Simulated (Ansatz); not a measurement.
Reaction (formal exchange of groups at the Si–N bond): `[SiH3]/N=[CH]\[GeH3]` + `CC=N` → `N=C[SiH3]` + `C/N=[CH]\[GeH3]`

Isolated molecules relaxed with PBE0-D4/def2-TZVP in Ansatz; ΔE leaves out vibrations. CCSD(T)/CBS adds triple-zeta CCSD(T) − MP2 to the extrapolated MP2 energy (def2 sets, frozen cores). Double bonds are as drawn, so ΔE can hold a change between cis and trans. DFT in def2-TZVPP. For Ge outer-core shells are correlated without core-valence functions, which leaves a few kJ/mol of doubt a bond. Scalar relativity is left out up to krypton. Each species was taken in one conformer, which may not be the lowest.

```json
{"species": "`[SiH3]/N=[CH]\\[GeH3]`", "ωB97M-V energy (Eh)": "-2463.38478"}
{"species": "`CC=N`", "ωB97M-V energy (Eh)": "-133.93857"}
{"species": "`N=C[SiH3]`", "ωB97M-V energy (Eh)": "-385.29550"}
{"species": "`C/N=[CH]\\[GeH3]`", "ωB97M-V energy (Eh)": "-2211.99597"}
```

Task: Work out ΔE.

Result: ΔE = (-385.29550) + (-2211.99597) − (-2463.38478) − (-133.93857) = 0.03188 Eh = +83.7 kJ/mol. CCSD(T)/CBS gives +81.8 kJ/mol.

Largest T1 diagnostic among the species: 0.013.

In def2-TZVPP, CCSD(T) changes the Hartree–Fock value by −10.7 kJ/mol (the triples alone add −1.4 kJ/mol) and MP2 by −5.3 kJ/mol. From PBE to PBE0 (25 % exact exchange), in def2-TZVPP and without D4, ΔE moves by +4.0 kJ/mol.
